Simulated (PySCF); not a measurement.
## Stretching SbN

Set-up: PySCF, scalar-relativistic core potentials, basis sets Sb def2-SVPD with ECP28, N def2-SVPD. Energies in eV from Sb + N in their ground configurations at the same level. State: ¹Σ⁺ (singlet), closed shell.

All columns are PBE0. A positive dipole means Sb(−)N(+).

```csv
R (Å),E (eV),μ (D),Mulliken charge on Sb (basis-dependent),HOMO (eV),LUMO (eV),Mayer bond order,⟨S²⟩
1.589,-1.320,-3.55,0.53,-7.77,-2.10,2.75,0.00
1.663,-2.303,-3.68,0.51,-7.90,-2.31,2.76,0.00
1.737,-2.806,-3.78,0.48,-7.98,-2.51,2.78,0.00
1.793,-2.953,-3.84,0.46,-7.98,-2.66,2.80,0.00
1.848,-2.971,-3.66,0.44,-7.58,-2.83,2.55,0.26
1.903,-2.921,-3.47,0.41,-7.41,-2.89,2.31,0.53
1.977,-2.782,-3.23,0.38,-7.27,-2.94,2.03,0.83
2.070,-2.539,-2.99,0.34,-7.14,-2.97,1.75,1.14
2.181,-2.201,-2.75,0.29,-7.04,-2.99,1.50,1.42
2.329,-1.736,-2.51,0.24,-6.94,-2.98,1.25,1.71
```

⟨S²⟩ is raised (SbN 0.16), so spin contamination touches these numbers. ⟨S²⟩ of the unrestricted solution departs from its pure value on part of the curve, where spin states mix. These are scalar-relativistic numbers at best; spin–orbit coupling would shift them, the dissociation energy most.
